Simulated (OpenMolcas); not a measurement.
## Nb3+: moving the ligands

Nb3+ with 4 ligands (chloride) in tetrahedral coordination (Td) at 2.35 Å. A charge of +0.25 e stands 2.6 Å behind each ligand. Ligand basis ANO-RCC-VDZP.

| Property | Result |
| --- | --- |
| Program | OpenMolcas |
| Method | SS-CASPT2, IPEA 0.25 Eh, imaginary shift 0.1 Eh (closed shells correlated: 4s 4p and the ligand valence shells) |
| Basis | ANO-RCC-VDZP [6s5p3d1f] |
| Scalar Hamiltonian | DKH2, point nucleus |
| Active space | 2 electrons in 5 orbitals (4d) |
| State averaging | 2S+1 = 3 even, 10 roots; 2S+1 = 1 even, 15 roots |
| Spin-orbit coupling | state interaction with AMFI integrals over the reference wave functions |

Runs around this geometry, states (labels of Td). Energies in cm-1 above the lowest state or level, χT in cm3 K/mol.

```tsv
R (Å)	Ground state	First state of that spin	First gap with spin-orbit (degeneracies)	χT at 300 K	First state of another spin
2.31	3A2	3T2 7780	6270 (3, 2)	0.856	1E 6530
2.35	3A2	3T2 7510	6320 (3, 2)	0.844	1E 6670
2.48	3A2	3T2 6270	5870 (3, 2)	0.794	1E 6940
```

Taking the first state of the same spin as R^-n, n = -ln(6270 / 7780) / ln(2.48 / 2.31) = 3.0 between the shortest and longest distance.

Roots that are degenerate in the reference are averaged as groups; the widest CASPT2 spread within a group is 560 cm-1 (the 3-fold group of multiplicity 1 near 13700 cm-1 above the lowest state of its run, R = 2.35). Shifts and gaps below about the spread of the groups concerned are not significant. Over all roots computed the reference weight is 0.72 to 0.74 in R = 2.31, 0.72 to 0.74 in R = 2.35, 0.72 to 0.74 in R = 2.48; a low but even weight reflects the number of correlated electrons. Ligand-to-metal charge-transfer states are missing. These CASPT2 states fit no ligand-field parameters well, so their order and spin gaps are uncertain. With no ligand orbital active B as a rule stays too high, so bands that hang on it stand too high and its fall with covalency is understated. With one d shell and no ligand orbital active, 10Dq can be off by a tenth or more. The least metal-like active orbital is 75 % on the metal (Löwdin) and no ligand orbital is active, so the numbers are rough (holds for R = 2.31). The least metal-like active orbital is 77 % on the metal (Löwdin) and no ligand orbital is active, so the numbers are rough (holds for R = 2.35). The least metal-like active orbital is 82 % on the metal (Löwdin) and no ligand orbital is active, so the numbers are rough (holds for R = 2.48). No measured value stands beside these numbers; the geometry is a model, was not optimised and need not be the one that this ion takes.
